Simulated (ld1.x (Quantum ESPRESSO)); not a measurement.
# I (Z = 53), TM: configuration errors across variants

```
Element                 : I (Z = 53)
Generator               : ld1.x (Quantum ESPRESSO) 7.5
Type                    : norm-conserving Troullier–Martins (Kleinman–Bylander form)
Functional              : PBE
Relativity              : fully relativistic
Frozen core             : [Kr] 4d10
Valence charge          : 7
Reference configuration : 5s1.5 5p5.5
Partial waves           : 5p (bound): rc 1.70 bohr; 5s (bound): rc 1.75 bohr
Local potential         : the s channel
Core correction         : Bessel-smoothed model core inside 1.40 bohr
```

Open shells are filled in proportion to 2j + 1 (rel_dist='average').

All-electron excitation energies from the reference (eV): (1) 5s2 5p5 -5.162; (2) 5s2 5p4 5.996; (3) 5s2 5p3 25.871; (4) 5s2 5p2 55.233; (5) 5s2 5p5.3 -6.952; (6) 5s2 5p4.5 -0.617; (7) 5s2 5p1 94.698.

3 further variants failed, have other tests or another functional or relativity, and are left out.

A true bound ghost makes a file unfit for plane-wave use even where its test errors are small: the radial tests pick states by their node count and pass the ghost by.

Errors AE − PS in meV (a dash: test not solved or not reliable):

| change | (1) | (2) | (3) | (4) | (5) | (6) | (7) | bound ghosts |
| --- | --- | --- | --- | --- | --- | --- | --- | --- |
| base | -1.3 | -0.2 | -2.5 | -24 | -1.5 | -0.9 | -97 | none |
| wave 5p (bound): rc 1.70 bohr becomes 5p (bound): rc 2.00 bohr | -2.1 | -1.4 | -3.9 | -23 | -2.2 | -1.9 | -86 | none |
| wave 5s (bound): rc 1.75 bohr becomes 5s (bound): rc 2.66 bohr | -11 | -7.3 | +13 | +54 | -11 | -11 | +115 | none |
| type RRKJ | -1.7 | -0.8 | -3.2 | -24 | -1.8 | -1.4 | -92 | none |
| all radii but the core radius scaled by about 0.79 (s 1.38, p 1.34 bohr) | -1.8 | -4.7 | -27 | -86 | -2.4 | -2.0 | -204 | p3/2, p1/2 |

Q: Give the same row for: core correction Bessel-smoothed model core inside 2.06 bohr.

A: -0.8, -0.2, -6.4, -38, -1.0, -0.4, -123; bound ghosts: none.
